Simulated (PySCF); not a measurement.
ZrF3Cl, SMILES [F][Zr]([F])([F])[Cl], multiplicity 1.

Coordinates come from a r2SCAN-D4/def2-SVP optimisation. The spin state was assumed, not searched. The structure was generated by enumeration; whether it is a known compound was not checked. The def2 effective core potentials stand for the cores of Zr; spin–orbit coupling is left out.

Level of theory: PySCF with PBE/def2-TZVP.

Symmetry labels are those of the subgroup Cs that the program uses (full group C3v).

Computed valence orbital energies around the gap with their symmetry:
| orbital | symmetry | energy (eV) |
|---|---|---|
| HOMO−7 | A" | -11.04 |
| HOMO−6 | A' | -10.65 |
| HOMO−5 | A" | -10.30 |
| HOMO−4 | A' | -10.30 |
| HOMO−3 | A" | -10.27 |
| HOMO−2 | A' | -9.42 |
| HOMO−1 | A" | -8.54 |
| HOMO | A' | -8.54 |
| LUMO | A" | -2.69 |
| LUMO+1 | A' | -2.69 |
| LUMO+2 | A' | -1.89 |
| LUMO+3 | A' | -1.33 |
